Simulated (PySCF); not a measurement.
# Predicted spectroscopic data

One computed conformer, no solvent model, fast rotation and ring inversion assumed for equivalent nuclei, no relativistic terms. GFN2-xTB structure; GIAO PBE0/pcSseg-1 shieldings; PySCF 2.14.

δ = σ(ref) − σ, references computed at the same level: 1H (31.72 ppm) and 13C (186.93 ppm) vs TMS. Splittings of carbon signals by F and P are missing where no couplings were computed. Where no couplings were computed, multiplicities follow the n + 1 count of equivalent neighbours, and m marks all less simple cases (inequivalent or close neighbours, rings, F or P nearby). Acid and N–H amide carbonyl carbons lie up to 10 ppm further downfield in solution (hydrogen bonding). Shifts are as computed. Against solution values, carbons near 30 ppm lie about +3 ppm off and those near 130 ppm about +5 ppm. Of 1211 compounds with measured shifts, 218 miss one by over three times the rms of a fit or turn the order of signals round; such compounds aren't used in these exercises. OH and NH positions are gas-phase values without hydrogen bonding to other molecules.

Compound 1 (C$_{8}$H$_{9}$F$_{3}$). 1H NMR (500 MHz, computed): δ 6.42 (m, 1H), 5.76 (br s, 1H), 5.55 (br s, 1H), 5.49 (m, 1H), 5.45 (m, 1H), 3.52 (m, 1H), 3.07 (m, 1H), 3.06 (m, 1H), 2.73 (m, 1H). 13C{1H} NMR (computed): δ 148.4 (C), 147.6 (CH), 135.3 (C), 125.2 (CH2), 121.2 (CH2), 52.6 (CH), 37.6 (CH2), 37.6 (CH). Structure: `C1(=C)C[C@@H](C=C)[C@H]1C(F)(F)F`.

Compound 2 (C$_{6}$H$_{8}$O$_{2}$). 1H NMR (500 MHz, computed): δ 7.17 (m, 1H), 6.33 (br s, 1H), 6.26 (d, 1H), 6.08 (br s, 1H), 5.85 (br s, 1H), 2.01 (d, 3H). 13C{1H} NMR (computed): δ 171.5 (C), 144.3 (CH), 143.4 (C), 133.3 (CH), 132.4 (CH2), 23.4 (CH3). Structure: `C=C(/C=C/C)C(=O)O`.

Compound 3 (C$_{7}$H$_{9}$FNP). 1H NMR (500 MHz, computed): δ 8.57 (m, 1H), 7.77 (m, 1H), 7.45 (m, 1H), 7.31 (m, 1H), 1.30 (m, 3H), 0.35 (br s, 2H). 13C{1H} NMR (computed): δ 172.3 (C), 156.1 (C), 135.9 (CH), 126.5 (CH), 124.3 (CH), 121.9 (CH), 27.3 (CH3). Structure: `CP(N)c1cccc(F)c1`.
